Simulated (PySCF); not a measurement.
C6H12O3, triplet, at the geometry of the source list (a higher spin typed on purpose: for a closed-shell molecule this is an excited state); CAMB3LYP/STO-3G in PySCF.

The PySCF input:
```python
from pyscf import gto, scf, dft

mol = gto.Mole()
mol.atom = '''
    C     3.14610000    1.08270000    0.21070000
    O     2.18850000    0.09440000    0.48860000
    C     0.94080000    0.36990000   -0.09480000
    C    -0.04980000   -0.72150000    0.32480000
    C     0.40140000   -2.09790000   -0.13270000
    O    -1.32670000   -0.45940000   -0.26930000
    C    -2.10780000    0.45840000    0.30800000
    C    -3.41360000    0.58520000   -0.43330000
    O    -1.80060000    1.08720000    1.28570000
    H     2.83200000    2.06110000    0.59500000
    H     3.32450000    1.17160000   -0.86900000
    H     4.06360000    0.77410000    0.70670000
    H     1.02230000    0.38870000   -1.19430000
    H     0.56490000    1.34810000    0.24130000
    H    -0.15510000   -0.68790000    1.41630000
    H    -0.32320000   -2.85000000    0.16750000
    H     0.49820000   -2.11360000   -1.21490000
    H     1.36450000   -2.31720000    0.31780000
    H    -3.21760000    0.88920000   -1.45840000
    H    -4.04280000    1.31850000    0.06010000
    H    -3.90970000   -0.38160000   -0.45580000
'''
mol.basis = 'sto-3g'
mol.spin = 2
mol.verbose = 4
mol.build()

mf = dft.UKS(mol)
mf.xc = 'camb3lyp'
mf.kernel()
mf.analyze()
```

Output, abridged:

```
PySCF version 2.14.0

[INPUT] verbose = 4
[INPUT] num. atoms = 21
[INPUT] num. electrons = 72
[INPUT] charge = 0
[INPUT] spin (= nelec alpha-beta = 2S) = 2
[INPUT] symmetry False subgroup None
[INPUT] Mole.unit = angstrom
[INPUT] Symbol           X                Y                Z      unit          X                Y                Z       unit  Magmom
[...]
nuclear repulsion = 482.630763415994
number of shells = 39
number of NR pGTOs = 171
number of NR cGTOs = 57
basis = sto-3g
ecp = {}

******** <class 'pyscf.dft.uks.UKS'> ********
method = UKS
initial guess = minao
damping factor = 0
level_shift factor = 0
DIIS = <class 'pyscf.scf.diis.CDIIS'>
diis_start_cycle = 1
diis_space = 8
diis_damp = 0
SCF conv_tol = 1e-09
SCF conv_tol_grad = None
SCF max_cycles = 50
direct_scf = True
direct_scf_tol = 1e-13
number electrons alpha = 37  beta = 35
XC library pyscf.dft.libxc version 7.1.2
    S. Lehtola, C. Steigemann, M. J. T. Oliveira, and M. A. L. Marques,  SoftwareX 7, 1–5 (2018)
XC functionals = camb3lyp
    T. Yanai, D. P. Tew, and N. C. Handy,  Chem. Phys. Lett. 393, 51 (2004)
radial grids:
    Treutler-Ahlrichs [JCP 102, 346 (1995); DOI:10.1063/1.469408] (M4) radial grids

becke partition: Becke, JCP 88, 2547 (1988); DOI:10.1063/1.454033
pruning grids: <function nwchem_prune>
grids dens level: 3
symmetrized grids: False
atomic radii adjust function: <function treutler_atomic_radii_adjust>
small_rho_cutoff = 0
Set gradient conv threshold to 3.16228e-05
tot grids = 244656
init E= -456.79832967888

cycle= 1 E= -454.682363691448  delta_E= 2.12  |g|= 0.512  |ddm|= 4.14

cycle= 2 E= -451.21329286331  delta_E= 3.47  |g|= 2.13  |ddm|=  4.2

cycle= 3 E= -455.036305692745  delta_E= -3.82  |g|= 0.357  |ddm|= 3.72

cycle= 4 E= -455.10768360949  delta_E= -0.0714  |g|= 0.156  |ddm|= 0.389
cycle= 5 E= -455.124190579459  delta_E= -0.0165  |g|= 0.0777  |ddm|= 0.187
cycle= 6 E= -455.129322278536  delta_E= -0.00513  |g|= 0.0212  |ddm|= 0.141
cycle= 7 E= -455.129713172273  delta_E= -0.000391  |g|= 0.00534  |ddm|= 0.04
cycle= 8 E= -455.129742684843  delta_E= -2.95e-05  |g|= 0.00105  |ddm|= 0.0122
cycle= 9 E= -455.129744911566  delta_E= -2.23e-06  |g|= 0.000551  |ddm|= 0.00343
cycle= 10 E= -455.129745864991  delta_E= -9.53e-07  |g|= 0.000241  |ddm|= 0.00248
cycle= 11 E= -455.129746231385  delta_E= -3.66e-07  |g|= 0.000169  |ddm|= 0.00153
cycle= 12 E= -455.129746480345  delta_E= -2.49e-07  |g|= 0.000136  |ddm|= 0.00132
cycle= 13 E= -455.129746738303  delta_E= -2.58e-07  |g|= 0.000109  |ddm|= 0.0017
cycle= 14 E= -455.129746969242  delta_E= -2.31e-07  |g|= 8.02e-05  |ddm|= 0.00205
cycle= 15 E= -455.129747139742  delta_E= -1.71e-07  |g|= 3.46e-05  |ddm|= 0.00259
cycle= 16 E= -455.129747167535  delta_E= -2.78e-08  |g|= 2.44e-05  |ddm|= 0.00112
cycle= 17 E= -455.129747171758  delta_E= -4.22e-09  |g|= 7.08e-06  |ddm|= 0.000461
cycle= 18 E= -455.129747171968  delta_E= -2.1e-10  |g|= 2.4e-06  |ddm|= 9.52e-05
Extra cycle  E= -455.129747171983  delta_E= -1.47e-11  |g|= 1.36e-06  |ddm|= 6.98e-06
converged SCF energy = -455.129747171983  <S^2> = 2.002056  2S+1 = 3.0013704
**** SCF Summaries ****
Total Energy =                        -455.129747171982672
Nuclear Repulsion Energy =             482.630763415993897
One-electron Energy =                -1580.141543024973998
Two-electron Energy =                  642.381032436997430
Two-electron Coulomb Energy =          705.176900062432765
DFT Exchange-Correlation Energy =      -62.795867625435392
**** MO energy ****
                             alpha | beta                alpha | beta
[...]
To work with the spin densities directly, `use mulliken_meta_spin()` only printing them here.

 ** Mulliken spin pop alpha/beta on meta-lowdin orthogonal AOs **
 ** Mulliken Spin Density (per AO)  **
spin_pop of  0 C 1s        0.00000
spin_pop of  0 C 2s        0.00006
spin_pop of  0 C 2px       0.00006
spin_pop of  0 C 2py       0.00005
spin_pop of  0 C 2pz       0.00001
spin_pop of  1 O 1s        0.00000
spin_pop of  1 O 2s        0.00003
spin_pop of  1 O 2px      -0.00006
spin_pop of  1 O 2py       0.00038
spin_pop of  1 O 2pz      -0.00010
spin_pop of  2 C 1s        0.00000
spin_pop of  2 C 2s        0.00129
spin_pop of  2 C 2px       0.00165
spin_pop of  2 C 2py       0.00373
spin_pop of  2 C 2pz       0.00055
spin_pop of  3 C 1s        0.00000
spin_pop of  3 C 2s       -0.00149
spin_pop of  3 C 2px      -0.00527
spin_pop of  3 C 2py      -0.00080
spin_pop of  3 C 2pz       0.00037
spin_pop of  4 C 1s        0.00000
spin_pop of  4 C 2s        0.00033
spin_pop of  4 C 2px       0.00027
spin_pop of  4 C 2py       0.00121
spin_pop of  4 C 2pz       0.00010
spin_pop of  5 O 1s       -0.00000
spin_pop of  5 O 2s       -0.00048
spin_pop of  5 O 2px       0.02161
spin_pop of  5 O 2py       0.12445
spin_pop of  5 O 2pz       0.07118
spin_pop of  6 C 1s       -0.00001
spin_pop of  6 C 2s        0.01584
spin_pop of  6 C 2px       0.08128
spin_pop of  6 C 2py       0.29938
spin_pop of  6 C 2pz       0.20305
spin_pop of  7 C 1s        0.00000
spin_pop of  7 C 2s        0.00349
spin_pop of  7 C 2px       0.02463
spin_pop of  7 C 2py      -0.00538
spin_pop of  7 C 2pz       0.01128
spin_pop of  8 O 1s       -0.00000
spin_pop of  8 O 2s        0.01281
spin_pop of  8 O 2px       0.72290
spin_pop of  8 O 2py       0.27919
spin_pop of  8 O 2pz       0.07794
spin_pop of  9 H 1s        0.00001
spin_pop of  10 H 1s       -0.00000
spin_pop of  11 H 1s        0.00001
spin_pop of  12 H 1s       -0.00031
spin_pop of  13 H 1s       -0.00056
spin_pop of  14 H 1s        0.00230
spin_pop of  15 H 1s       -0.00013
spin_pop of  16 H 1s        0.00011
spin_pop of  17 H 1s        0.00075
spin_pop of  18 H 1s        0.02777
spin_pop of  19 H 1s       -0.00179
spin_pop of  20 H 1s        0.02632
 ** Mulliken Spin Density (per atom)  **
spin density of  0 C =      0.00018
spin density of  1 O =      0.00026
spin density of  2 C =      0.00722
spin density of  3 C =     -0.00718
spin density of  4 C =      0.00192
spin density of  5 O =      0.21676
spin density of  6 C =      0.59954
spin density of  7 C =      0.03401
spin density of  8 O =      1.09283
spin density of  9 H =      0.00001
spin density of  10 H =     -0.00000
spin density of  11 H =      0.00001
spin density of  12 H =     -0.00031
spin density of  13 H =     -0.00056
spin density of  14 H =      0.00230
spin density of  15 H =     -0.00013
spin density of  16 H =      0.00011
spin density of  17 H =      0.00075
spin density of  18 H =      0.02777
spin density of  19 H =     -0.00179
spin density of  20 H =      0.02632
 ** Mulliken pop alpha/beta on meta-lowdin orthogonal AOs **
 ** Mulliken pop       alpha | beta **
In total            37.00000 | 35.00000
 ** Mulliken atomic charges   ( Nelec_alpha | Nelec_beta ) **
charge of  0C =     -0.05704  (     3.02861      3.02843 )
charge of  1O =     -0.15055  (     4.07540      4.07515 )
charge of  2C =     -0.00933  (     3.00827      3.00105 )
charge of  3C =      0.06567  (     2.96357      2.97076 )
charge of  4C =     -0.15064  (     3.07628      3.07436 )
charge of  5O =     -0.10696  (     4.16186      3.94510 )
charge of  6C =     -0.05056  (     3.32505      2.72551 )
charge of  7C =     -0.13781  (     3.08591      3.05190 )
charge of  8O =      0.00454  (     4.54415      3.45131 )
charge of  9H =      0.03936  (     0.48032      0.48031 )
charge of  10H =      0.03867  (     0.48066      0.48066 )
charge of  11H =      0.05651  (     0.47175      0.47174 )
charge of  12H =      0.03518  (     0.48226      0.48256 )
charge of  13H =      0.03565  (     0.48189      0.48246 )
charge of  14H =      0.04457  (     0.47886      0.47656 )
charge of  15H =      0.05649  (     0.47169      0.47182 )
charge of  16H =      0.05561  (     0.47225      0.47214 )
charge of  17H =      0.06431  (     0.46822      0.46747 )
charge of  18H =      0.05374  (     0.48702      0.45925 )
charge of  19H =      0.05771  (     0.47025      0.47204 )
charge of  20H =      0.05488  (     0.48572      0.45940 )
Dipole moment(X, Y, Z, Debye):  0.52356,  0.48120, -0.52073
```
